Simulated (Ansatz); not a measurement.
Gas-phase electronic energies from Ansatz, PBE0-D4/def2-TZVP geometries. CBS: MP2 limit from def2 TZ/QZ plus the TZ coupled-cluster correction, frozen cores. One conformer a species, not always the lowest.

`O[SiH](O)S[SiH](O)F` + `[SiH3][SiH2]Cl` → `O[SiH](F)[SiH2]Cl` + `O[SiH](O)S[SiH3]`  (redistribution)

`O[SiH](O)S[SiH](O)F`:

Cartesian coordinates in Å:
```
O -1.948 -1.485 1.358
Si -0.892 -0.347 0.857
O -1.652 0.615 -0.242
S 0.782 -1.352 -0.003
Si 1.826 0.359 -0.749
O 0.831 1.427 -1.448
F 2.595 1.045 0.464
H -1.614 -2.345 1.617
H -0.474 0.581 1.922
H -2.199 0.168 -0.894
H 2.840 -0.096 -1.712
H -0.096 1.430 -1.170
```

`[SiH3][SiH2]Cl`:

Z-matrix (Å, degrees):
```
Si
Si 1 2.338
H 1 1.486 2 109.6
H 1 1.488 2 109.6 3 119.9
H 1 1.486 2 109.6 3 -120.2
Cl 2 2.065 1 108.7 3 60.2
H 2 1.485 1 111.8 3 -58.6
H 2 1.485 1 111.9 3 179.0
```

`O[SiH](F)[SiH2]Cl`:

Z-matrix (Å, degrees):
```
Si
F 1 1.599
Si 1 2.352 2 107.1
O 1 1.631 2 111.2 3 -118.1
H 1 1.479 2 107.2 3 125.6
Cl 3 2.075 1 104.1 2 -86.9
H 3 1.483 1 114.7 2 30.9
H 3 1.485 1 112.7 2 157.0
H 4 0.961 1 117.4 2 80.6
```

`O[SiH](O)S[SiH3]`:

Cartesian coordinates in Å:
```
O 1.580 0.236 -1.438
Si 0.665 -0.771 -0.545
O 1.505 -2.152 -0.290
S 0.167 -0.002 1.388
Si -1.471 1.243 0.800
H 2.428 0.506 -1.082
H -0.566 -0.963 -1.340
H 1.234 -2.706 0.444
H -1.079 2.144 -0.313
H -2.635 0.424 0.377
H -1.827 2.039 1.999
```

| species | CCSD(T)/def2-TZVPP energy (Eh) |
| --- | --- |
| `O[SiH](O)S[SiH](O)F` | -1304.29493 |
| `[SiH3][SiH2]Cl` | -1040.87342 |
| `O[SiH](F)[SiH2]Cl` | -1215.27988 |
| `O[SiH](O)S[SiH3]` | -1129.87568 |

**Question.** Work out ΔE.

**Answer.** ΔE = (-1215.27988) + (-1129.87568) − (-1304.29493) − (-1040.87342) = 0.01279 Eh = +33.6 kJ/mol. CCSD(T)/CBS gives +32.0 kJ/mol.

Largest T1 diagnostic among the species: 0.012.

The D4 term adds +3.2 kJ/mol with B3LYP and +1.7 kJ/mol with PBE0; it sums over pairs of atoms, weighted by their polarisabilities, and B3LYP, whose exchange is more repulsive, gets the larger term. In def2-TZVPP, CCSD(T) changes the Hartree–Fock value by +8.9 kJ/mol (the triples alone add +1.6 kJ/mol) and MP2 by +8.6 kJ/mol.

B3LYP here is the variant with VWN-RPA as its local correlation; programs differ in this.
